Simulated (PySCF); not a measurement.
C3H7NSi, SMILES C=C=CN[SiH3].

Coordinates come from a ωB97X-D3(BJ)/def2-SVP optimisation. The structure was generated by enumeration, and PubChem lists no compound with its InChIKey, so it may never have been made. Other conformers were not sampled.

Level of theory: PBE/def2-TZVP run with PySCF.

Symmetry labels are those of the subgroup Cs that the program uses (full group Cs).

**Question.** List the valence orbital energies around the gap with their symmetry. (The exact figures need the calculation; the answer reports its results.)

**Answer.** 
| orbital | symmetry | energy (eV) |
|---|---|---|
| HOMO−7 | A' | -11.02 |
| HOMO−6 | A" | -10.59 |
| HOMO−5 | A' | -9.41 |
| HOMO−4 | A" | -9.00 |
| HOMO−3 | A' | -8.32 |
| HOMO−2 | A" | -7.67 |
| HOMO−1 | A' | -6.56 |
| HOMO | A" | -4.87 |
| LUMO | A' | -1.24 |
| LUMO+1 | A" | -0.21 |
| LUMO+2 | A' | 0.02 |
| LUMO+3 | A' | 0.62 |
